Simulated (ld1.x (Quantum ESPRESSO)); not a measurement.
# C, TM: configuration errors across variants

- Element: C (Z = 6)
- Generator: ld1.x (Quantum ESPRESSO) 7.5
- Type: norm-conserving Troullier–Martins (Kleinman–Bylander form)
- Functional: PBE
- Relativity: scalar-relativistic
- Frozen core: [He]
- Valence charge: 4
- Reference configuration: 2s2 2p2
- Partial waves: 2s (bound): rc 1.25 bohr; 2p (bound): rc 2.00 bohr
- Local potential: all-electron potential smoothed inside 1.60 bohr (lloc = -1)
- Core correction: none

All-electron excitation energies from the reference (eV): (1) 2s2 2p1 10.862; (2) 2s2 2p0 35.018; (3) 2s1 2p0 83.212; (4) 2s0 2p4 16.975; (5) 2s1 2p3 8.478; (6) 2s1 2p2 19.615; (7) 2s2 2p1.5 3.963.

Tests that are not counted but printed errors over 1 eV. “all radii scaled by about 1.40 (s 1.74, p 2.80 bohr); local potential all-electron potential smoothed inside 2.24 bohr (lloc = -1)”: 2s2 2p1 (solver errors, printed error -60.1 eV); 2s1 2p2 (solver errors, printed error -58.3 eV); 2 more.

A true bound ghost makes a file unfit for plane-wave use even where its test errors are small: the radial tests pick states by their node count and pass the ghost by. Where a test does run into it, the solver fails or the error is huge.

Errors AE − PS in meV (a dash: test not solved or not reliable):

| change | (1) | (2) | (3) | (4) | (5) | (6) | (7) | bound ghosts |
| --- | --- | --- | --- | --- | --- | --- | --- | --- |
| base | +28 | +298 | +617 | +9.6 | +4.6 | -28 | +3.5 | none |
| all radii scaled by about 0.76 (s 0.94, p 1.52 bohr); local potential all-electron potential smoothed inside 1.22 bohr (lloc = -1) | +13 | +164 | +368 | +22 | +6.1 | -7.1 | +1.6 | none |
| all radii scaled by about 0.90 (s 1.12, p 1.80 bohr); local potential all-electron potential smoothed inside 1.44 bohr (lloc = -1) | +19 | +224 | +490 | +8.8 | +3.2 | -18 | +2.3 | none |
| all radii scaled by about 1.04 (s 1.30, p 2.08 bohr); local potential all-electron potential smoothed inside 1.68 bohr (lloc = -1) | +33 | +344 | +701 | +6.8 | +4.1 | -36 | +4.2 | none |
| all radii scaled by about 1.10 (s 1.38, p 2.20 bohr); local potential all-electron potential smoothed inside 1.76 bohr (lloc = -1) | +40 | +404 | +800 | +13 | +5.5 | -45 | +5.2 | none |
| all radii scaled by about 1.18 (s 1.48, p 2.36 bohr); local potential all-electron potential smoothed inside 1.88 bohr (lloc = -1) | +51 | +503 | +980 | +7.1 | +3.0 | -63 | +6.7 | none |
| all radii scaled by about 1.25 (s 1.56, p 2.50 bohr); local potential all-electron potential smoothed inside 2.00 bohr (lloc = -1) | +60 | +581 | +1117 | +2.2 | -0.1 | -80 | +8.0 | none |
| all radii scaled by about 1.30 (s 1.62, p 2.60 bohr); local potential all-electron potential smoothed inside 2.08 bohr (lloc = -1) | +69 | +656 | +1248 | -8.6 | -5.4 | -102 | +9.2 | none |
| all radii scaled by about 1.40 (s 1.74, p 2.80 bohr); local potential all-electron potential smoothed inside 2.24 bohr (lloc = -1) | – | – | – | -39 | -8.8 | – | +134 | s |

**Question.** Give the same row for: all radii scaled by about 0.82 (s 1.02, p 1.64 bohr); local potential all-electron potential smoothed inside 1.32 bohr (lloc = -1).

**Answer.** +15, +180, +407, +15, +4.4, -11, +1.8; bound ghosts: none.
